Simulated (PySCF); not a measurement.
A GIAO shielding run with PySCF 2.14.0 with density-fitted response routines (density fitting, non-relativistic, gas phase) on `CSC1([Si](C)(N)N)CC1`, C5H14N2SSi:

```
$ OMP_NUM_THREADS=1 python probes_run.py task.json out

{"job": {"kind": "nmr", "xc": "PBE0", "basis": "pcSseg-1"}, "charge": 0, "multiplicity": 1}
C      2.523534    -0.994095     1.044721
S      1.821394     0.676506     1.190329
C      0.609116     0.604401    -0.157839
Si    -1.086528    -0.087089     0.359835
C     -2.086074    -0.642405    -1.148075
N     -0.760470    -1.472597     1.344013
N     -2.027214     1.107782     1.197812
C      0.662551     1.770848    -1.106611
C      1.181197     0.441632    -1.536389
H      3.210728    -1.029564     0.203794
H      3.058538    -1.195998     1.967161
H      1.710797    -1.699549     0.907318
H     -3.111105    -0.847187    -0.862546
H     -2.105048     0.119624    -1.919113
H     -1.674080    -1.545829    -1.582315
H     -0.253406    -1.311698     2.200442
H     -1.536694    -2.086164     1.533431
H     -2.485059     1.829547     0.664435
H     -1.628553     1.514599     2.030160
H      1.378049     2.554751    -0.905933
H     -0.267549     2.127778    -1.525215
H      0.610901    -0.135033    -2.249218
H      2.250223     0.326724    -1.640118
```

Hardware: 1 thread of an Arm Neoverse N1, shared host. The job also computes population analyses, field gradients, ring-centre shieldings.

Problem. How large is the calculation?

Solution. 88 electrons, 237 basis functions and 1265 auxiliary functions.

Problem. How long does it take, and how much memory does it need?

Solution. 100 s of wall time, with 13 SCF cycles and 5 response iterations; peak memory 1.1 GiB. Times on a shared host scatter by some tens of per cent.
